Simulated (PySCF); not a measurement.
Two species compared at the same levels of theory.

First species: C8H15P.
Numbering: `[CH3:1][C:2]1=[C:3]([C:4]([CH3:5])([CH3:6])[CH3:7])[P:8]1[CH3:9]` (hydrogens: H10, H11, H12 on C1; H13, H14, H15 on C5; H16, H17, H18 on C6; H19, H20, H21 on C7; H22, H23, H24 on C9)

Structure used (GFN2-xTB), in Å, numbered top down from 1:
```
atom  x, y, z in Å
C1     2.268   -0.713    1.661
C2     1.486   -0.567    0.424
C3     0.316   -0.375   -0.134
C4    -1.144   -0.181    0.019
C5    -1.860   -1.287   -0.762
C6    -1.516    1.186   -0.567
C7    -1.519   -0.244    1.502
P8     1.625   -0.572   -1.416
C9     2.091    1.216   -1.749
H10    2.846   -1.636    1.629
H11    2.971    0.116    1.757
H12    1.613   -0.728    2.531
H13   -2.937   -1.140   -0.726
H14   -1.538   -1.277   -1.801
H15   -1.625   -2.262   -0.340
H16   -1.013    1.984   -0.024
H17   -1.216    1.237   -1.612
H18   -2.590    1.345   -0.503
H19   -1.241   -1.207    1.923
H20   -2.592   -0.109    1.621
H21   -1.007    0.539    2.058
H22    3.171    1.287   -1.876
H23    1.622    1.545   -2.676
H24    1.776    1.861   -0.932
```

Second species: C9H11OP.
Bonds: O1–C2, C2–P3, P3–C4, C4–C5, C5–C6 (aromatic), C6–C7 (aromatic), C7–C8 (aromatic), C8–C9 (aromatic), C9–C10 (aromatic), C10–C11, P3–C11, C5–C10 (aromatic). Hydrogens: H12 on O1; H13, H14 on C2; H15, H16 on C4; H17 on C6; H18 on C7; H19 on C8; H20 on C9; H21, H22 on C11.

Levels: PBE0/pcSseg-1 for HOMO energy, LUMO energy and HOMO–LUMO gap. Geometries: GFN2-xTB. All species are isolated and taken at one optimised geometry, non-relativistic unless stated. Electronic properties by PySCF.

Dipoles, sizes and rotational constants follow the conformer. The torsions of the flexible species, by atom-mapped SMILES:
- `[CH3:1][C:2]1=[C:3]([C:4]([CH3:5])([CH3:6])[CH3:7])[P:8]1[CH3:9]`: C2–C3–C4–C5 -122°

The conformers of `OCP1Cc2ccccc2C1` aren't listed.

Values for the first species:

| Item | Value |
| --- | --- |
| HOMO energy | -6.15 eV |
| LUMO energy | 0.45 eV |
| HOMO–LUMO gap | 6.60 eV |

(1) Estimate the same properties for the second species, and the change in each.

Answers

(1) 
| property | first | second | second less first |
| --- | --- | --- | --- |
| HOMO energy | -6.15 eV | -6.83 eV | -0.68 eV |
| LUMO energy | 0.45 eV | -0.31 eV | -0.76 eV |
| HOMO–LUMO gap | 6.60 eV | 6.52 eV | -0.08 eV |

